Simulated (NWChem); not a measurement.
Species: CH3CrFS2; SMILES [CH3][Cr]([F])(=[S])=[S]

```xyz
8

Cr    -0.2595    -0.0003    -0.0204
S      0.8513     1.6035    -0.1549
S      0.8510    -1.6041    -0.1573
F     -1.6702     0.0005    -0.9462
C     -0.7701    -0.0017     1.8847
H      0.0846    -0.0039     2.5700
H     -1.3761    -0.9140     1.9923
H     -1.3737     0.9119     1.9949
```
Atoms are numbered in this order, from 1.

Computed with NWChem. Pople sets run with spherical d functions. Geometry: optimised at PBE0/def2-SVP. Not confirmed as a minimum by frequencies. Vzz is the largest principal value of the second derivative of the potential at the nucleus (NWChem prints the opposite sign); η is the asymmetry. Non-relativistic.

For level B3LYP/6-31G*:

```yaml
Vzz Cr1 (a.u.): -0.462
"η Cr1": 0.53
Vzz S3 (a.u.): -0.894
```

Task: How do the values read with level CAM-B3LYP/def2-SVP instead?

Result: Vzz Cr1 (a.u.): -0.485
η Cr1: 0.69
Vzz S3 (a.u.): 1.051
